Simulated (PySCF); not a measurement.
C7H15N2 (charge +1).
Atom-mapped SMILES: `[CH3:1][N:2]([CH3:3])/[CH:4]=[CH:5]/[CH:6]=[N+:7]([CH3:8])[CH3:9]` (hydrogens: H10, H11, H12 on C1; H13, H14, H15 on C3; H16 on C4; H17 on C5; H18 on C6; H19, H20, H21 on C8; H22, H23, H24 on C9)

Geometry (PBE0-D3(BJ)/def2-SVP, Å), atoms numbered from 1 in this order:
```
atom  x, y, z in Å
C1     3.7314    0.9909   -0.3662
N2     2.5369    0.1732   -0.2508
C3     2.7060   -1.2691   -0.2867
C4     1.3417    0.7130   -0.1230
C5     0.1323    0.0294   -0.0077
C6    -1.0429    0.7685    0.1204
N7    -2.2630    0.2858    0.2394
C8    -2.5026   -1.1470    0.2465
C9    -3.4165    1.1590    0.3660
H10    3.4657    2.0535   -0.3098
H11    4.2326    0.8003   -1.3275
H12    4.4327    0.7569    0.4490
H13    3.7691   -1.5066   -0.4040
H14    2.3470   -1.7263    0.6483
H15    2.1552   -1.7046   -1.1346
H16    1.3286    1.8084   -0.1079
H17    0.1058   -1.0598   -0.0180
H18   -0.9763    1.8620    0.1263
H19   -2.1639   -1.6027   -0.6968
H20   -3.5762   -1.3343    0.3573
H21   -1.9758   -1.6253    1.0865
H22   -3.9377    0.9661    1.3160
H23   -3.0974    2.2080    0.3440
H24   -4.1192    0.9843   -0.4630
```

Computed, not measured: PBE0-D3(BJ)/def2-SVP geometry optimisation, gas phase in PySCF 2.14.0.

Masses are those of the commonest isotopes; rigid-rotor values at the optimised geometry. The values belong to one conformer with, in the numbering `[CH3:1][N:2]([CH3:3])/[CH:4]=[CH:5]/[CH:6]=[N+:7]([CH3:8])[CH3:9]`, C4–C5–C6–N7 180°.

(1) Give the principal moments of inertia and the rotational constants in cm⁻¹.

(2) What kind of rotor is it?

(3) Is it planar, by Δ = Ic − Ia − Ib?

(4) Which types of transition are allowed, and where do some lines up to J = 3 fall?

(5) Estimate the classical rotational partition function at 10 K, 50 K and 500 K.

Answers

(1) Ia = 115.47, Ib = 820.95, Ic = 923.48 u·Å²; 505379 MHz·u·Å²/I gives 4377, 615.6 and 547.3 MHz, that is A = 0.14599, B = 0.02053, C = 0.01825 cm⁻¹.

(2) A near-prolate asymmetric top: κ = (2 × 615.6 − 4377 − 547.3)/(4377 − 547.3) = -0.96.

(3) Not planar: Δ = Ic − Ia − Ib = -12.93 u·Å². For a rigid frame Δ = −2 Σ m c², so Σ m c² = 6.46 u·Å² lies off the ab plane, practically all of it from hydrogen. The atom farthest from that plane is 0.90 Å away.

(4) The dipole components (about the centre of mass, as the species is charged) are |μa| = 0.00 D, |μb| = 0.36 D, |μc| = 0.00 D; the symmetry axis of this C2v structure is b, so μa and μc vanish by symmetry and there are no a-type or c-type lines. Some lines, for components of 0.1 D or more:

| type | branch | J(Ka,Kc) | MHz | lower level (cm⁻¹) |
| --- | --- | --- | --- | --- |
| b | Q | 1(1,0) ← 1(0,1) | 3830 | 0.039 |
| b | Q | 2(1,1) ← 2(0,2) | 3899 | 0.116 |
| b | R | 1(1,1) ← 0(0,0) | 4924 | 0.000 |
| b | R | 3(1,3) ← 2(0,2) | 7079 | 0.116 |
| b | Q | 2(2,0) ← 2(1,1) | 11284 | 0.246 |
| b | Q | 2(2,1) ← 2(1,2) | 11489 | 0.240 |
| b | Q | 3(2,2) ← 3(1,3) | 11592 | 0.352 |
| b | R | 2(2,0) ← 1(1,1) | 13747 | 0.164 |
| b | R | 3(2,2) ← 2(1,1) | 14772 | 0.246 |
| b | Q | 3(3,1) ← 3(2,2) | 18977 | 0.739 |
| b | R | 3(3,1) ← 2(2,0) | 22465 | 0.623 |
| b | R | 3(3,0) ← 2(2,1) | 22466 | 0.623 |

(5) Point group C2v, symmetry number σ = 2; q = (√π/σ)·√((kT/h)³/(ABC)), k/h = 20836.6 MHz/K: 2200 at 10 K, 24500 at 50 K, 776000 at 500 K.

No PBE0-D3(BJ)/def2-SVP frequencies stand behind this structure, so it isn't proved a minimum. Zero-point vibration and centrifugal distortion are left out. A rigid rotor knows nothing of internal rotation, which can split or shift real lines. Quadrupole hyperfine structure (14N) is left out.
